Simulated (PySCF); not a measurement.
Electron correlation in Nb⁺ (niobium, charge +1)

[Kr] 4d3 5s1, high-spin 5F determinant (an excited configuration). Computed with PySCF 2.14 in x2c-QZVPPall (13s8p7d3f2g, 111 functions), with the spin-free X2C one-electron Hamiltonian (Gaussian nucleus). Frozen: [Kr]; 4 electrons correlated.

| level | correlation energy (mhartree) |
| --- | --- |
| CCSD | -35.17 |
| (T) | -0.54 |
| CCSD(T) | -35.71 |

Diagnostics: T1 = 0.0056, D1 = 0.0146, largest double amplitude 0.019.

Cost of the coupled-cluster step: of the order of 30 core-seconds, for 4 correlated electrons.

Iterations:

```
CC2 = 0
CCSD nocc = (np.int64(4), np.int64(0)), nmo = (93, 93)
frozen orbitals [[0, 1, 2, 3, 4, 5, 6, 7, 8, 9, 10, 11, 12, 13, 14, 15, 16, 17], [0, 1, 2, 3, 4, 5, 6, 7, 8, 9, 10, 11, 12, 13, 14, 15, 16, 17]]
max_cycle = 100
direct = 0
conv_tol = 1e-08
conv_tol_normt = 1e-06
diis_space = 8
diis_start_cycle = 0
Init t2, MP2 energy = -0.029106833258125
Init E_corr(UCCSD) = -0.0291068332590231
cycle = 1  E_corr(UCCSD) = -0.0338380339882208  dE = -0.00473120073  norm(t1,t2) = 0.0240873
cycle = 2  E_corr(UCCSD) = -0.0347950599852702  dE = -0.000957025997  norm(t1,t2) = 0.00788081
cycle = 3  E_corr(UCCSD) = -0.035191364693045  dE = -0.000396304708  norm(t1,t2) = 0.0033547
cycle = 4  E_corr(UCCSD) = -0.0351639083482336  dE = 2.74563448e-05  norm(t1,t2) = 0.000654363
cycle = 5  E_corr(UCCSD) = -0.0351677920833471  dE = -3.88373511e-06  norm(t1,t2) = 0.00016821
cycle = 6  E_corr(UCCSD) = -0.035167771755659  dE = 2.03276881e-08  norm(t1,t2) = 3.25164e-05
cycle = 7  E_corr(UCCSD) = -0.0351678702691903  dE = -9.85135313e-08  norm(t1,t2) = 7.816e-06
cycle = 8  E_corr(UCCSD) = -0.0351677917429984  dE = 7.85261919e-08  norm(t1,t2) = 2.00418e-06
cycle = 9  E_corr(UCCSD) = -0.0351678174041924  dE = -2.5661194e-08  norm(t1,t2) = 4.63796e-07
cycle = 10  E_corr(UCCSD) = -0.0351678114804432  dE = 5.92374916e-09  norm(t1,t2) = 1.3167e-07
UCCSD converged
E(UCCSD) = -3817.091499503349  E_corr = -0.03516781148044319
UCCSD(T) correction = -0.000542231052110638
```
